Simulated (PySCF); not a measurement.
# Electron correlation in Tc⁺ (technetium, charge +1)

[Kr] 4d5 5s1, high-spin 7S determinant. Computed with PySCF 2.14 in def2-TZVPPD with the def2 core potential (28 electrons) (6s4p3d2f1g, 56 functions), with scalar relativity through the core potential. Frozen: nothing; 14 electrons correlated.

| level | correlation energy (mhartree) |
| --- | --- |
| CCSD | -369.16 |
| (T) | -9.23 |
| CCSD(T) | -378.39 |

Diagnostics: T1 = 0.0071, D1 = 0.0333, largest double amplitude 0.023.

Cost of the coupled-cluster step: roughly 12 core-seconds, for 14 correlated electrons.

The basis has no tight functions for the innermost shells, so their pair energies are far from complete.

This basis was not built for core-valence correlation, so the inner-shell part is incomplete.
